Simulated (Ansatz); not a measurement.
OsO3S (OsSO₃). The state is a singlet with charge 0. Geometry r2SCAN-D4/def2-SVP, basis def2-TZVP, Ansatz.

Cartesian coordinates in Å:
```
Os -0.0295 -0.0757 -0.0360
O 1.3026 -0.9549 -0.6541
O -0.8253 -0.9943 1.1692
O -1.1207 0.2949 -1.3013
S 0.6729 1.7300 0.8222
```

```tsv
run	HOMO (eV)	LUMO (eV)
A	-8.04	-5.09
B	-10.19	-3.56
C	-7.71	-4.96
D	-7.56	-4.85
E	-11.42	-2.58
F	-10.96	-2.54
```

In the def2 sets Os takes a core potential; there is no spin–orbit coupling. LC-ωPBE has ω = 0.4 bohr⁻¹.

**Question.** The runs used BLYP, CAM-B3LYP, LC-ωPBE, PBE, r2SCAN, ωB97M-V. Estimate which is which.

**Answer.** A r2SCAN (0 % exact exchange); B CAM-B3LYP (range-separated); C PBE (0 % exact exchange); D BLYP (0 % exact exchange); E LC-ωPBE (range-separated); F ωB97M-V (range-separated). Exact exchange lowers occupied and raises empty levels; among semilocal functionals meta-GGAs tend to open the gap a little, and such runs are hard to tell apart. The gap grows from 2.71 eV (BLYP) to 8.84 eV (LC-ωPBE). The restricted singlet is unstable towards broken spin symmetry in Hartree–Fock (as tested in another run); at r2SCAN-D4/def2-TZVP, CAM-B3LYP-D4/def2-TZVP, BLYP-D4/def2-TZVP, LC-ωPBE/def2-TZVP and others this wasn't settled.
